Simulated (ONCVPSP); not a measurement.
## What one change does to a pseudopotential (O, ONCV)

```
Element                 : oxygen (O)
Generator               : ONCVPSP 4.0.1
Type                    : optimised norm-conserving Vanderbilt (ONCV)
Functional              : PBE
Relativity              : scalar-relativistic
Frozen core             : [He]
Valence charge          : 6
Reference configuration : 2s2 2p4
Partial waves           : 2s: rc 0.95 bohr, ncon 5, nbas 9, qcut 5.6 1/bohr, 3 projectors, debl 0.5 Ha; 2p: rc 1.90 bohr, ncon 5, nbas 9, qcut 5.9 1/bohr, 2 projectors, debl 1.7 Ha; d scattering state at 0.08 Ha: rc 1.45 bohr, ncon 3, nbas 6, qcut 5.9 1/bohr, 2 projectors, debl 1.9 Ha
Local potential         : polynomial inside 0.70 bohr (lpopt 5, dvloc0 4 Ha)
Core correction         : polynomial model core, fcfact 0.3
```

In the s channel the program set the typed energies aside and used -0.881, 0.250, 0.750 Ha.

All-electron outer shells of the reference configuration (PBE, scalar-relativistic, ld1.x):

```csv
shell,level (eV),outermost node (bohr),outermost maximum (bohr)
1s,-514.70,–,0.13
2s,-23.96,0.28,0.87
2p,-9.03,–,0.82
```

Change: p: ncon 4, nbas 8.

Cutoffs: the cutoffs (Ha) at which the residual kinetic energy of the hardest occupied pseudo-wave falls to 1 and 0.1 mHa per electron; they do not see the model core or the augmentation charge, which bear on the density cutoff. Errors are all-electron minus pseudo energies relative to the spin-unpolarised reference configuration.

Question: Predict the effect on cutoff, ghosts and configuration errors.

Answer: The potential gets neither clearly harder nor softer (203 Ha and 249 Ha → 203 Ha and 249 Ha); both files keep a bound ghost (s); of the 4 tests that both files solve, the error grows in 4 and shrinks in 0 by more than 15 % and 0.3 meV (median size 403.1 → 502.3 meV).

```csv
quantity,base,changed
"cutoff, loose",203 Ha,203 Ha
"cutoff, tight",249 Ha,249 Ha
loose cutoff by channel,"s 203 Ha, p 17 Ha","s 203 Ha, p 16 Ha"
bound ghosts,s,s
GHOST(+) flags under 300 eV,none,none
"error for 2s2 2p3, meV [ΔE 16.43 eV]",+96,+123
"error for 2s2 2p2, meV [ΔE 50.02 eV]",+710,+882
"error for 2s2 2p1, meV [ΔE 103.89 eV]",+2544,+3102
"error for 2s1 2p5, meV [ΔE 14.95 eV]",-20,-32
s: phases at 0.96 bohr within 0.05 rad from the reference energy up to (Ha; the scan ends near 5),to the end of the scan,to the end of the scan
p: phases at 1.92 bohr within 0.05 rad from the reference energy up to (Ha; the scan ends near 5),to the end of the scan,to the end of the scan
d: phases at 1.47 bohr within 0.05 rad from the reference energy up to (Ha; the scan ends near 5),to the end of the scan,to the end of the scan
"rms error of d²Exc/dni dnj with the model core, mHa",1.65,1.47
```

 A true bound ghost makes a file unfit for plane-wave use even where its test errors are small: the radial tests pick states by their node count and pass the ghost by.
